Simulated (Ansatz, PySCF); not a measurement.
Gas-phase reaction in SMILES: [O]=[Ge]([F])[F] -> [O]=[Ge]([F])[F] as doublet, charge +1 + e-
Structures are relaxed separately at B3LYP-D3(BJ)/def2-TZVP in Ansatz (a program for electronic structure).

Wanted: adiabatic ionisation energy (electronic energy difference), in eV. Cores are frozen in the correlated levels unless marked. Open shells are spin-unrestricted. No spin-orbit coupling. Frozen are the shells of the preceding noble gas and the d and f shells that filled before the atom's block. No relativistic terms. Basis-set limits of correlation are two-point, X^-3; Hartree-Fock from the larger set. The bracket is a focal-point correction in the basis named.

```
level                                                     program  adiabatic ionisation energy (eV)
-------------------------------------------------  --------------  --------------------------------
BLYP/def2-TZVPD                                            Ansatz                             11.42
TPSSh/def2-TZVPD                                            PySCF                                 ?
LC-wPBE-D3(BJ)/def2-TZVPD                          Ansatz + dftd3                             11.41
B2GP-PLYP-D4/def2-TZVPD                            Ansatz + dftd4                             11.46
CCSD/6-31G*                                                Ansatz                                 ?
RI-MP2/CBS(cc-pVTZ,cc-pVQZ)+[CCSD(T)-MP2]/cc-pVTZ          Ansatz                                 ?
```

Problem. Complete the blanks.

Solution. 
- TPSSh/def2-TZVPD, adiabatic ionisation energy (eV): 11.25
- CCSD/6-31G*, adiabatic ionisation energy (eV): 10.83
- RI-MP2/CBS(cc-pVTZ,cc-pVQZ)+[CCSD(T)-MP2]/cc-pVTZ, adiabatic ionisation energy (eV): 11.52
